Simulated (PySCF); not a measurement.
Si(H)3(SH), SMILES [SiH3]S (H4SSi) at its CAM-B3LYP/def2-SVP optimised geometry (Å):

```
6

Si    -0.4932    -0.3569     0.0000
S     -1.2914    -1.4676    -1.6569
H     -0.9664     1.0535     0.0000
H     -0.9945    -1.0535     1.2113
H      0.9945    -0.3569     0.0000
H     -0.7295    -0.6925    -2.6083
```

Level of theory: CAM-B3LYP/def2-TZVP run with PySCF.

Map of the deformation density (molecule minus spherical neutral atoms) (e/bohr³) on the plane z = 0.6 Å:

```
|:::::::::::::::::::::::::::|
|:::::::::::::::::::::::::::|
|:::::::::::::::::::::::::::|
|:::::::::::::::::::::::::::|
|:::::::::::::::::::::::::::|
|:::::::::::::::::::::::::::|
|:::::::::::::::::::::::::::|
|:::::::::::::::::::::::::::|
|::::::::::--:::::::::::::::|
|::::::::--=--::::::::::::::|
|:::::::--=+=-::::::::::::::|
|::::::::-==-:.:::::::::::::|
|:::::::::--:  ::-::::::::::|
|:::::::::::.  :-=-:::::::::|
|:::::::::--:..-==-:::::::::|
|::::::::=*#+::-==-:::::::::|
|:::::::-+%@#-:----:::::::::|
|:::::::-+%%*-:::-::::::::::|
|:::::::--++=:::::::::::::::|
|::::::::----:::::::::::::::|
|:::::::::::::::::::::::::::|
|:::::::::::::::::::::::::::|
|:::::::::::::::::::::::::::|
|:::::::::::::::::::::::::::|
|:::::::::::::::::::::::::::|
|:::::::::::::::::::::::::::|
|:::::::::::::::::::::::::::|
```
Scale: ten equal steps from -0.019 (start of ' ') to 0.045 (end of '@'), in the order ' .:-=+*#%@'; x runs from -3.50 to 3.50, y from -3.50 (bottom) to 3.50 (top).
